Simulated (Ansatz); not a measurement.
`[CH3][SnH2][GaH2]` + H₂ → `[CH3][SnH3]` + `[GaH3]` at 700 K and 1 bar (hydrogenolysis of the Sn–Ga bond).

Isolated molecules relaxed with PBE0-D4/def2-TZVP in Ansatz; ΔE leaves out vibrations. CCSD(T)/CBS adds triple-zeta CCSD(T) − MP2 to the extrapolated MP2 energy (def2 sets, frozen cores). This one scheme is used for every species. def2 core potentials past Kr. For Ga, Sn outer-core shells are correlated without core-valence functions, which leaves a few kJ/mol of doubt a bond. Scalar relativity is left out up to krypton.

| species | CCSD(T)/CBS energy (Eh) | H − E (kJ/mol) | S (J/(mol·K)) |
| --- | --- | --- | --- |
| `[CH3][SnH2][GaH2]` | -2180.20945 | 244.1 | 498.6 |
| H₂ | -1.17544 | 46.8 | 155.3 |
| `[CH3][SnH3]` | -255.66383 | 202.9 | 368.5 |
| `[GaH3]` | -1925.70545 | 80.8 | 262.3 |

H − E and S are ideal-gas, rigid-rotor, harmonic terms from PBE0-D4/def2-TZVP. The MP2-based limit puts H₂ 0.8 mEh under its directly extrapolated value; such offsets cancel only in part. 1 Eh = 2625.50 kJ/mol, R = 8.31446 J/(mol·K).

Question: By hand: ΔE, ΔH, ΔS and ΔG.

Answer: ΔE = (-255.66383) + (-1925.70545) − (-2180.20945) − (-1.17544) = 0.01561 Eh = 41.0 kJ/mol. Δ(H − E) = 202.9 + 80.8 − 244.1 − 46.8 = -7.2, so ΔH = 33.8 kJ/mol. ΔS = 368.5 + 262.3 − 498.6 − 155.3 = -23.1 J/(mol·K). ΔG = 33.8 − 700 × (-23.1)/1000 = 50.0 kJ/mol.

Question: By hand: the equilibrium constant, and the temperature at which ΔG would vanish if ΔH and ΔS stayed fixed.

Answer: log₁₀ K = −ΔG/(RT ln 10) = -3.7. ΔH and −TΔS have one sign here, so there is no such temperature.

TΔS isn't small against ΔH here. A doubt of 5 kJ/mol in ΔE shifts log₁₀ K by 0.4 here. Modes under 60 cm⁻¹, often nearly free rotors, make the harmonic entropy too high. These are equilibria of isolated gas molecules and say nothing of rates. Largest T1 diagnostic: 0.013 (customary marks: 0.02 for closed shells, 0.045 for open ones).
